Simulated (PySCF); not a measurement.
# Sb⁺ (antimony, charge +1): M06-2X calculation

Configuration: [Kr] 4d10 5s2 5p2, high-spin 3P determinant. Computed with PySCF 2.14 in def2-SVP with the def2 core potential (28 electrons), with scalar relativity through the core potential.

| Property | Result |
| --- | --- |
| Total energy | -239.8199 hartree |
| One-electron energy | -412.5779 hartree |
| Hartree (Coulomb) energy | 191.8365 hartree |
| Exchange-correlation energy | -19.0785 hartree |
| ⟨S²⟩ | 2.0054 |
| ⟨L²⟩ | 2.010 |
| Sum of ⟨r⟩ | 26.87 bohr |
| Sum of ⟨r²⟩ | 45.82 bohr² |
| Traceless quadrupole moment −½Σ⟨3z² − r²⟩ along its main axis | 3.09 e·bohr² |
| Time after the integrals | 0.57 s of wall time on 1 thread of Intel(R) Xeon(R) Platinum 8259CL CPU @ 2.50GHz (shared host) |

```
shell  electrons  mean orbital energy (eV)  spread (eV)  rms radius, mean of both spins (bohr)
 4s α          1                   -170.62            0                                  0.849
 4s β          1                   -170.45            0                                  0.849
 4p α          3                   -121.59        0.351                                  0.918
 4p β          3                   -121.41        0.572                                  0.918
 4d α          5                   -47.694        0.403                                   1.11
 4d β          5                   -47.415        0.658                                   1.11
 5s α          1                   -24.189            0                                   2.35
 5s β          1                   -20.893            0                                   2.35
 5p α          2                   -14.626            0                                   2.83
```

Energies and moments cover only the electrons outside the core potential.
